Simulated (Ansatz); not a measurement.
Molecule: sum formula BNH₅, net charge 1, singlet state. It need not be the lowest isomer of its formula. 
Structure (B3LYP-D3(BJ)/def2-TZVP (Ansatz, a first-principles code) minimum search):
```xyz
7

B     -0.9073     0.0420     0.1466
N      0.6244    -0.0274    -0.0870
H     -1.4665    -0.9934     0.1368
H     -1.3564     1.1212     0.2798
H      1.1357     0.7814     0.2790
H      1.0510    -0.8833     0.2824
H      0.8017    -0.0441    -1.1023
```
Charge +1, spin multiplicity 1.

Property: vertical electron affinity (to the doublet state of charge +0; a negative value means that the extra electron is unbound and the number depends on the basis; each state is the SCF solution reached for its spin), in eV. Cores are frozen in the correlated levels unless marked. UHF or UKS for open shells. No spin-orbit coupling. No relativistic terms. CBS marks a two-point X^-3 extrapolation of the correlation energy; Hartree-Fock from the larger set. [CCSD(T)-MP2]/basis is that difference in the basis named.

| level | program | vertical electron affinity (eV) |
|---|---|---|
| HF/aug-cc-pVTZ | Ansatz | 4.65 |
| SVWN5/def2-TZVPD | Ansatz | 5.74 |

Question: Estimate the value at RI-MP2/CBS(aug-cc-pVTZ,aug-cc-pVQZ)+[CCSD(T)-MP2]/aug-cc-pVTZ as computed with Ansatz.

Answer: 5.45 eV
